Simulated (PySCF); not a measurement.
Molecule: `COC[C@H]1CC=NC1`, C₆H₁₁NO.

Bonds (- single, = double, # triple, : aromatic): C1-O2, O2-C3, C3-C4, C4-C5, C5-C6, C6=N7, N7-C8, C8-C4. C1 carries H9, H10, H11; C3 carries H12, H13; C4 carries H14; C5 carries H15, H16; C6 carries H17; C8 carries H18, H19. Stereochemistry as in COC[C@H]1CC=NC1. H15, H19 are cis to C3 on the ring; H12 is pro-R; H13 is pro-S; H16, H18 are trans to C3 on the ring.

Frames of a GFN2-xTB Langevin trajectory at 300 K; GIAO PBE0/pcSseg-1 shieldings in PySCF 2.14, gas phase, non-relativistic; equivalent atoms averaged within each frame.

δ = σ(ref) − σ, references computed at the same level: 13C (186.93 ppm) and 1H (31.72 ppm) vs TMS; 17O (336.08 ppm) against H2O; 15N (267.73 ppm) vs NH3. The references are static minima.

Task: How do the shifts (ppm) fluctuate along the trajectory?

Result: 
```
         time (fs)     C6    C3    C8    C1    C4    C5    O2     N7   H17   H19
               250  170.2  76.5  73.7  50.8  48.2  44.8  13.9  376.2  7.06  4.72
               425  169.7  81.9  68.7  53.9  34.2  42.5  20.3  377.9  7.44  3.32
               625  169.8  74.9  64.7  52.8  37.1  38.5  16.4  374.5  7.80  4.38
               800  172.1  77.2  69.4  59.2  30.1  47.4  19.5  370.1  7.64  3.30
              1000  166.3  81.2  67.0  58.0  32.3  41.2  24.7  358.7  6.66  3.78
    mean of frames  169.6  78.3  68.7  54.9  36.4  42.9  19.0  371.5  7.32  3.90
standard deviation    2.1   3.1   3.3   3.6   7.1   3.4   4.1    7.7  0.46  0.63
```

5 frames give an uncertainty of the mean of about the standard deviation over 2.2 at best, since frames this close in time may not be independent; classical motion lacks zero-point vibration, and the reference would need the same averaging.
